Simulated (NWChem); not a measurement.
LiCl; SMILES [Li][Cl]

Results from NWChem. Coordinates come from a B3LYP/6-31G* (spherical d) optimisation. Static field.

For level B3LYP/aug-cc-pVDZ:

```
Item                              Value
--------------------------------  -----
isotropic polarisability (bohr³)   26.9
```

Q: What are these values for level PBE/aug-cc-pVDZ?

A: The isotropic polarisability (bohr³) comes out as 28.6.
